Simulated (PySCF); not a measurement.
## Ionisation energy of Mo³¹⁺ by level of theory

Mo³¹⁺ [Ne] 3s1 (2S) → Mo³²⁺ [Ne] (1S), as a difference of total energies. Calculation: PySCF 2.14, in an uncontracted even-tempered set (18 s from 4.4 bohr⁻², ratio 2.5; 11 p from 5.7 bohr⁻², ratio 2.5; 4 d from 22 bohr⁻², ratio 2.7; 4 f from 32 bohr⁻², ratio 2.7); scalar relativity by spin-free X2C-1e. Correlated levels: outer shells: 1s2 frozen; virtual orbitals above 40 to 60 times the deepest correlated orbital energy dropped. The calculations carry no spin-orbit coupling.

```csv
method,ionisation energy (eV)
UHF,1790.1
MP2 (outer shells),1790.8
SCS-MP2 (outer shells),1790.7
CCSD (outer shells),1790.8
CCSD(T) (outer shells),1790.8
```

Breit and QED terms and the two-electron picture change are absent.

For comparison: 1790.93 ± 0.06 eV (semi-empirical (NIST evaluation); NIST Atomic Spectra Database, ionization energies).
